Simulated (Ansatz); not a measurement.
SiTe4. Total charge 0; singlet. Geometry r2SCAN-D4/def2-SVP.

```xyz
5

Si    1.4084    1.3096   -1.0041
Te   -1.1220   -0.3139    1.9251
Te    1.3180   -1.1615   -1.2294
Te   -0.3776    2.0352    0.5602
Te   -1.2269   -1.8693   -0.2518
```

In the def2 sets Te takes a core potential; there is no spin–orbit coupling. The structure comes from a short search, and lower isomers may exist.

(1) Estimate the orbital energies around the gap (eV) in Ansatz with HF/def2-TZVP, PBE-D4/def2-SVP, PBE-D4/def2-TZVP, r2SCAN-D4/def2-TZVP, r2SCAN-D4/def2-TZVPD.

Answers

(1) 
```
orbital  HF/def2-TZVP  PBE-D4/def2-SVP  PBE-D4/def2-TZVP  r2SCAN-D4/def2-TZVP  r2SCAN-D4/def2-TZVPD
 HOMO−5        -10.54            -7.14             -7.15                -7.47                 -7.48
 HOMO−4         -9.80            -6.85             -6.81                -7.09                 -7.10
 HOMO−3         -9.07            -6.08             -6.05                -6.27                 -6.28
 HOMO−2         -8.87            -5.94             -5.97                -6.24                 -6.25
 HOMO−1         -8.85            -5.85             -5.86                -6.13                 -6.14
   HOMO         -7.93            -5.08             -5.11                -5.32                 -5.33
   LUMO         -0.21            -3.74             -3.73                -3.73                 -3.74
 LUMO+1          0.06            -3.44             -3.42                -3.40                 -3.42
 LUMO+2          0.49            -3.03             -3.03                -2.96                 -2.98
 LUMO+3          1.03            -2.65             -2.65                -2.58                 -2.59
 LUMO+4          2.15            -1.19             -1.35                -1.11                 -1.17
 LUMO+5          3.39            -0.44             -0.55                -0.33                 -0.40
```
